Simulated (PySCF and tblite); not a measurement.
Conformers and averaged properties: C₇H₁₀N₂, numbered as in [CH3:1][C@@H:2]([C:3]#[N:4])[CH2:5][C@H:6]([CH3:7])[C:8]#[N:9]

Conformers came from 200 starts (ETKDG and KDG, MMFF94s, GFN2-xTB); geometries are GFN2-xTB. Weights use PBE0-D3(BJ)/pcSseg-1 energies plus GFN2-xTB zero-point and thermal terms (modes under about 100 cm⁻¹ blended into free rotors). Symmetry numbers and mirror images are counted. Conformers within 2.5 kcal/mol (GFN2-xTB free energy) were kept, 7 at most. GIAO shieldings: PBE0/pcSseg-1. Shifts are against TMS (¹H), TMS (¹³C), NH3 (¹⁵N) at the same level; of two unlike H on one atom, a is the less shielded. Programs: PySCF with density fitting and tblite.

Torsions listed: C1–C2–C5–C6, C2–C5–C6–C7. Of a mirror pair one member is shown.

| conformer | shape | symmetry | E(GFN2) kcal/mol | E(DFT) kcal/mol | G(298.15 K) kcal/mol | weight % | dipole D |
| --- | --- | --- | --- | --- | --- | --- | --- |
| 1 | -177°, -64° | C1 (pair) | 0.09 | 0.00 | 0.00 | 73.8 | 4.63 |
| 2 | -64°, -159° | C1 (pair) | 0.00 | 0.43 | 0.70 | 22.7 | 3.56 |
| 3 | 67°, 52° | C1 (pair) | 1.23 | 1.55 | 1.86 | 3.2 | 3.74 |
| 4 | 168°, -168° | Cs | 1.65 | 3.42 | 3.34 | 0.3 | 7.41 |
| 5 | 65°, -102° | C1 (pair) | 2.29 | 3.73 | 3.92 | 0.1 | 4.99 |

Weights (%) against temperature:

```json
{"T (K)": "250", "1": "77.6", "2": "20.4", "3": "1.9", "4": "0.1", "5": "0.0", "S(mix) cal/mol/K": "2.58"}
{"T (K)": "298.15", "1": "73.8", "2": "22.7", "3": "3.2", "4": "0.3", "5": "0.1", "S(mix) cal/mol/K": "2.75"}
{"T (K)": "350", "1": "70.1", "2": "24.4", "3": "4.6", "4": "0.6", "5": "0.2", "S(mix) cal/mol/K": "2.92"}
```

Averaged shifts at 298.15 K. ¹H: 2.67 (H2/H6, 2H), 1.91 (H5a, 1H), 1.60 (H5b, 1H), 1.41 (H1/H7, 6H) ppm. ¹³C: 126.8 (C3/C8), 43.2 (C5), 23.4 (C2/C6), 20.5 (C1/C7) ppm. ¹⁵N: 300.4 (N4/N9) ppm.

Coordinates of conformer 1 (Å):

```xyz
19

C    -2.515   -0.401    0.022
C    -1.127    0.096   -0.395
C    -1.163    1.530   -0.573
N    -1.189    2.665   -0.705
C    -0.070   -0.277    0.657
C     1.332    0.268    0.334
C     1.932   -0.320   -0.948
C     2.203   -0.042    1.447
N     2.886   -0.309    2.323
H    -2.811    0.047    0.968
H    -3.256   -0.138   -0.730
H    -2.502   -1.482    0.137
H    -0.861   -0.353   -1.360
H    -0.385    0.116    1.627
H    -0.024   -1.366    0.736
H     1.285    1.361    0.246
H     1.891   -1.407   -0.925
H     2.972   -0.018   -1.046
H     1.393    0.040   -1.822
```

Unscaled ¹⁵N shifts at such levels can be off by tens of ppm; differences between conformers or isomers are more reliable. Shifts are unscaled: against experiment ¹³C can be off by 15 ppm or more and ¹H by 0.8 ppm.

Search and properties took 2.2 min on 1 thread of Arm Neoverse V2 (shared host) (rough), launched as `OMP_NUM_THREADS=1 python ens_run.py task.json out`.


¹⁵N shifts are against a computed isolated NH3 molecule, about 20 ppm from the liquid.